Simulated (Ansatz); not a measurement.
CH7BFNSi (`B[Si](C)(N)F`). The species carries charge 0 and has multiplicity 1. All single points use the PBE0-D4/def2-TZVP geometry. It is one conformer, not always the lowest.

```xyz
12

B     1.630   -0.485   -1.010
Si    0.222   -0.063    0.359
C    -1.474   -0.791    0.138
N     0.067    1.638    0.340
F     0.775   -0.640    1.765
H     2.694    0.062   -0.954
H     1.465   -1.239   -1.925
H    -1.893   -0.522   -0.835
H    -1.436   -1.880    0.203
H    -2.158   -0.437    0.915
H     0.871    2.244    0.352
H    -0.764    2.113    0.651
```

(1) What is the dipole moment at r2SCAN/def2-TZVPP? (Estimate.)

(2) And with PBE, B3LYP, ωB97M-V? (Estimate.)

(3) Give the Mulliken charges with r2SCAN, PBE, ωB97M-V in def2-TZVPP. (Estimate.)

Answers

(1) Ansatz gave: 1.87 D, with components (-0.98, 1.42, -0.71) D in this frame, pointing from negative to positive charge.

(2) Computed: PBE 1.90 D, B3LYP 1.84 D, ωB97M-V 1.81 D.

(3) Computed: 
| atom | r2SCAN | PBE | ωB97M-V |
| --- | --- | --- | --- |
| B1 | -0.10 | -0.12 | -0.21 |
| Si2 | 0.66 | 0.51 | 0.60 |
| C3 | -0.33 | -0.39 | -0.46 |
| N4 | -0.45 | -0.38 | -0.36 |
| F5 | -0.33 | -0.29 | -0.32 |
| H6 | 0.01 | 0.03 | 0.08 |
| H7 | 0.02 | 0.04 | 0.09 |
| H8 | 0.07 | 0.10 | 0.12 |
| H9 | 0.07 | 0.11 | 0.12 |
| H10 | 0.07 | 0.09 | 0.11 |
| H11 | 0.16 | 0.15 | 0.12 |
| H12 | 0.15 | 0.15 | 0.11 |

B3LYP here is the variant with VWN-RPA as its local correlation; programs differ in this.
